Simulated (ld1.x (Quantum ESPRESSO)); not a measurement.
## Li: variants of one TM potential

Base potential:

| Item | Value |
| --- | --- |
| Element | lithium (Li) |
| Generator | ld1.x (Quantum ESPRESSO) 7.5 |
| Type | norm-conserving Troullier–Martins (Kleinman–Bylander form) |
| Functional | PBEsol |
| Relativity | non-relativistic |
| Frozen core | [He] |
| Valence charge | 1 |
| Reference configuration | 2s0.75 2p0.25 |
| Partial waves | 2s (bound): rc 2.40 bohr; 2p (bound): rc 4.20 bohr |
| Local potential | all-electron potential smoothed inside 1.90 bohr (lloc = -1) |
| Core correction | a·sin(br)/r model core inside 1.25 bohr |

All-electron outer shells of the reference configuration (PBEsol, non-relativistic, ld1.x):

```json
{"shell": "2s", "level (eV)": "-2.96", "outermost node (bohr)": "0.84", "outermost maximum (bohr)": "3.16"}
{"shell": "2p", "level (eV)": "-1.19", "outermost node (bohr)": "–", "outermost maximum (bohr)": "3.96"}
```

Cutoffs, loose and tight: the cutoffs (Ry, on a coarse ladder) from which the occupation-weighted sum of valence levels, in a spherical-Bessel basis at the reference potential, stays within 10 and 1 mRy of its value at 400 Ry. They do not see the model core or the augmentation charge, which bear on the density cutoff. Test errors are all-electron minus pseudo excitation energies from the reference, over the configurations 2s1 2p0; 2s0.5 2p0; 2s0 2p1. A dash means not determined; rows that change the core or the reference have their own tests.

| change | outcome | cutoff, loose | cutoff, tight | bound ghosts | largest test error (meV) |
| --- | --- | --- | --- | --- | --- |
| base | generated | 6 Ry | 6 Ry | none | -4.4 |
| wave 2p (bound): rc 4.20 bohr becomes 2p (bound): rc 2.84 bohr | generated | 6 Ry | 6 Ry | none | +0.7 |
| wave 2p (bound): rc 4.20 bohr becomes 2p (bound): rc 4.08 bohr | generated | 6 Ry | 6 Ry | none | -4.0 |
| wave 2p (bound): rc 4.20 bohr becomes 2p (bound): rc 4.88 bohr | generated | 6 Ry | 6 Ry | none | -7.6 |
| wave 2p (bound): rc 4.20 bohr becomes 2p (bound): rc 5.64 bohr | generated | 6 Ry | 6 Ry | none | -11 |
| wave 2p (bound): rc 4.20 bohr becomes 2p (bound): rc 6.00 bohr | generated | 6 Ry | 6 Ry | none | -13 |

(1) What comes out with this change to the base: wave 2p (bound): rc 4.20 bohr becomes 2p (bound): rc 3.62 bohr?

Results:

(1) outcome: generated; cutoff, loose: 6 Ry; cutoff, tight: 6 Ry; bound ghosts: none; largest test error (meV): -1.7.

Reading the sweep of the p radius (base included, trends over the rows without a ghost): The loose cutoff stays near 6 Ry. The median size of the test errors (rows with all tests solved) rises from 0.4 meV at 2.84 to 4.9 meV at 6 bohr. More of the atom is replaced by a form fitted at one configuration, so other configurations suffer as the radius grows.
